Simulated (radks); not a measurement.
The numbers below are computed, except where a source is named.
All-electron atom: Ru XXXVIII in [He] 2s2 2p3.

Level of theory: Dirac Kohn-Sham, relativistic LDA (MacDonald-Vosko exchange, VWN5 correlation), spin-unpolarised, spherical densities, finite nucleus; open shells fill j = l - 1/2 first; Fermi nuclear charge, rms radius 4.4809 fm (a radial shooting solver on a logarithmic mesh with Libxc functionals).

Energy parts (eV):
part                       energy
total                  -82411.034
kinetic                 86713.934
electron-nucleus      -174526.843
Hartree                  6647.923
exchange-correlation    -1246.048

Orbitals (lengths in bohr, moments of r in powers of bohr):
orbital  occ.  eigenvalue (eV)  <1/r>
1s1/2       2        -24556.39  45.79
2s1/2       2        -5519.977  10.98
2p1/2       2        -5365.970  10.93
2p3/2       1        -5220.448  10.37

The highest occupied level is 2p3/2 at -5220.4 eV. Summed over all electrons, <r^2> = 0.1001 bohr^2, which gives a Langevin (diamagnetic) susceptibility term of -0.0793 x 10^-6 cm^3/mol.
